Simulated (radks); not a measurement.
All-electron atom: Ni3+ in [Ne] 3s1 3p6 3d8 (not the ground configuration). Calculated with a radial shooting solver on a logarithmic mesh with Libxc functionals: non-relativistic Kohn-Sham, PBE, spin-unpolarised, spherical densities, point nucleus.

X-ray form factor f0, the Fourier transform of the density (f0(0) = 25):

| sin(theta)/lambda (1/angstrom) | f0 (electrons) |
|---|---|
| 0.05 | 24.758 |
| 0.1 | 24.060 |
| 0.15 | 22.982 |
| 0.2 | 21.629 |
| 0.25 | 20.114 |
| 0.3 | 18.538 |
| 0.4 | 15.508 |
| 0.5 | 12.929 |
| 0.6 | 10.911 |
| 0.8 | 8.323 |
| 1 | 6.941 |
| 1.25 | 5.889 |
| 1.5 | 5.043 |
| 2 | 3.555 |
